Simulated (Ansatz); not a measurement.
A single point on CH4MgOS (`C[S][Mg][OH]`).

```yaml
crystal:
  periodic: [false, false, false]
  atoms:
    - {symbol: C, position_ang: [0.184271, 1.694601, -0.390780]}
    - {symbol: S, position_ang: [1.379836, 0.563926, 0.403706]}
    - {symbol: Mg, position_ang: [0.267888, -1.428874, 0.459003]}
    - {symbol: O, position_ang: [-0.610833, -2.953207, 0.445054]}
    - {symbol: H, position_ang: [0.659729, 2.674153, -0.439761]}
    - {symbol: H, position_ang: [-0.057194, 1.383727, -1.406970]}
    - {symbol: H, position_ang: [-0.733166, 1.791992, 0.189274]}
    - {symbol: H, position_ang: [-0.998331, -3.783419, 0.684674]}
basis:
  gaussian: {orbitals: def2-TZVPP}
hamiltonian: {xc: pbe}
correlation: {method: rpa}
```

```sh
$ ansatz run in.yaml --threads 2 --pin off --events-out ev --progress --plain
```

Output, abridged:

```
Functional definition: PBE
1214 factors; integrals over basis functions are off by at most 1.0e-3 eV
mean field evaluation 1: about -19404.6662 eV, gradient 9.2e1 eV
mean field evaluation 2: about -19404.6647 eV, gradient 9.2e1 eV
mean field evaluation 4: about -19414.3606 eV, gradient 5.3e1 eV
mean field evaluation 8: about -19421.1647 eV, gradient 4.9e-1 eV
mean field evaluation 16: about -19421.1645 eV, gradient 1.4e-3 eV
mean field -19421.16454117 eV, -713.7146327498 hartree, gradient 5.3e-6 eV, S^2 0.000000; 2 other end points of the search recorded, 0 dependent functions left out
8 core orbitals not correlated: weight in the atoms' cores, before any rotation towards them, 1.000 or more for the frozen orbitals, at most 0.000 for the correlated occupied ones
reference -19382.74233874 eV, -712.3026428540 hartree; 15, 15 occupied and 169, 169 virtual orbitals, 1214 factors
Total energy: -19417.21491276 eV, -713.5694865829 hartree
```

Run time 7 s (2 threads of a server CPU on a shared host); peak host memory 0.37 GiB.
